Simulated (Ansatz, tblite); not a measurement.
Cost and result up the ladder for the cluster Pb2Se3 (the lowest singlet isomer of a short search) (5 atoms). Total charge 0; singlet. Geometry: PBE-D4/def2-SVP.

Cartesian coordinates in Å:
```
Pb -0.493 1.725 -0.426
Pb 0.828 -1.630 -0.240
Se 0.285 0.221 1.956
Se -1.692 -0.619 0.842
Se 1.072 0.304 -2.132
```

Ansatz on 4 threads of Arm Neoverse V1 on a shared host; xTB runs through tblite on one thread. Times are rough, summed over both states, and most runs start from the orbitals of an earlier one. PBE0-D4/def2-TZVP serves as the yardstick here, not as an exact answer. The other state is a doublet.

In the def2 sets Pb takes a core potential; there is no spin–orbit coupling. The xTB rows come from tblite. The structure comes from a short search, and lower isomers may exist.

Raw xTB energies of ions are shifted by several eV.

```json
{"level": "GFN1-xTB", "functions": "35", "wall time": "0.009 s"}
{"level": "GFN2-xTB", "functions": "35", "wall time": "0.009 s"}
{"level": "PBE-D4/def2-TZVP", "functions": "244", "wall time": "17 s"}
{"level": "r2SCAN-D4/def2-TZVP", "functions": "244", "wall time": "43 s"}
{"level": "PBE0-D4/def2-TZVP", "functions": "244", "wall time": "50 s"}
```

Task: Estimate what each level gives for the vertical IE (eV).

Result: 
```csv
level,vertical IE (eV),difference from PBE0-D4/def2-TZVP (eV)
GFN1-xTB,10.84,3.30
GFN2-xTB,12.40,4.85
PBE-D4/def2-TZVP,7.38,-0.16
r2SCAN-D4/def2-TZVP,7.52,-0.02
PBE0-D4/def2-TZVP,7.55,0.00
```
